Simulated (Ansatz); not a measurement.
Consider the ligand exchange at a Ge–Te bond: `[GeH3][TeH]` + `BC(=C)O` → `BC(=C)[O][GeH3]` + H₂Te.

Computed with Ansatz on PBE0-D4/def2-TZVP structures; ΔE is electronic, products minus reactants. CCSD(T)/CBS adds triple-zeta CCSD(T) − MP2 to the extrapolated MP2 energy (def2 sets, frozen cores). Functionals use def2-TZVPP. def2 core potentials past Kr. For Ge, Te outer-core shells are correlated without core-valence functions, which leaves a few kJ/mol of doubt a bond. Scalar relativity is left out up to krypton. One conformer a species, not always the lowest.

`[GeH3][TeH]`:

```xyz
6

Ge   -0.253    0.327    0.522
Te    1.119    0.005   -1.612
H     0.261   -0.589    1.641
H    -0.056    1.798    0.911
H    -1.739    0.045    0.256
H     0.667   -1.586   -1.718
```

`BC(=C)O`:

Cartesian coordinates in Å:
```
B -0.229 1.082 -0.629
C 0.176 -0.126 0.226
C -0.428 -1.312 0.042
O 1.146 -0.029 1.181
H -1.081 0.961 -1.454
H 0.308 2.143 -0.469
H -0.169 -2.189 0.627
H -1.198 -1.403 -0.711
H 1.475 0.873 1.188
```

`BC(=C)[O][GeH3]`:

Cartesian coordinates in Å:
```
B 0.037 -1.167 0.953
C 0.075 -0.613 -0.481
C 0.199 -1.490 -1.496
O -0.011 0.709 -0.789
Ge -0.179 2.005 0.439
H -0.076 -0.449 1.906
H 0.121 -2.345 1.117
H 0.270 -2.547 -1.282
H 0.230 -1.165 -2.532
H -1.482 1.803 1.227
H 1.043 1.995 1.370
H -0.225 3.264 -0.433
```

H₂Te:

```xyz
3

Te    0.123   -0.536    0.550
H     1.093    0.487   -0.319
H    -1.215    0.049   -0.231
```

```json
{"species": "`[GeH3][TeH]`", "ωB97X-V energy (Eh)": "-2347.23382"}
{"species": "`BC(=C)O`", "ωB97X-V energy (Eh)": "-179.26184"}
{"species": "`BC(=C)[O][GeH3]`", "ωB97X-V energy (Eh)": "-2257.28482"}
{"species": "H₂Te", "ωB97X-V energy (Eh)": "-269.19445"}
```

Question: Work out ΔE.

Answer: ΔE = (-2257.28482) + (-269.19445) − (-2347.23382) − (-179.26184) = 0.01639 Eh = +10.3 kcal/mol. CCSD(T)/CBS gives +11.4 kcal/mol.

Largest T1 diagnostic among the species: 0.013.

The D4 term adds −1.0 kcal/mol with B3LYP and −0.6 kcal/mol with PBE0; it sums over pairs of atoms, weighted by their polarisabilities, and B3LYP, whose exchange is more repulsive, gets the larger term.

B3LYP here is the variant with VWN-RPA as its local correlation; programs differ in this.
